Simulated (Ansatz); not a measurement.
The cluster Ca₂Cl₂⁺, relaxed as a doublet with UKS r2SCAN-D4/def2-TZVP in Ansatz, starting from the GFN2-xTB geometry. Force threshold 0.02 eV/Å.

The structure comes from a short search, and lower isomers may exist.

Start:

```xyz
4

Ca    0.555    0.055   -1.907
Ca   -0.551   -0.054    1.906
Cl   -1.537    0.113   -0.442
Cl    1.534   -0.114    0.444
```

Task: Estimate the energy that the relaxation releases and the steps that it takes.

Result: 12.7 kJ/mol, in 4 steps; 17 s on 4 threads of Arm Neoverse V1 on a shared host. No frequencies were taken in this run, so the end may be a saddle point.

Task: Does the start keep its bonding and symmetry?

Result: By distances, no bond broke or formed. The bond that changes most is Ca2–Cl4, from 2.55 to 2.59 Å (atoms count from 1). Point group D2h at the start, D2h at the end, both within 0.05 Å.

Task: Predict the relaxed structure.

Result: 
```tsv
atom	x (Å)	y (Å)	z (Å)
Ca1	0.5254	0.0524	-1.8093
Ca2	-0.5249	-0.0512	1.8082
Cl3	-1.7006	0.1253	-0.4896
Cl4	1.7001	-0.1265	0.4907
```
Bond lengths (bridged metal pairs left out): 4 × Ca–Cl 2.59 Å.
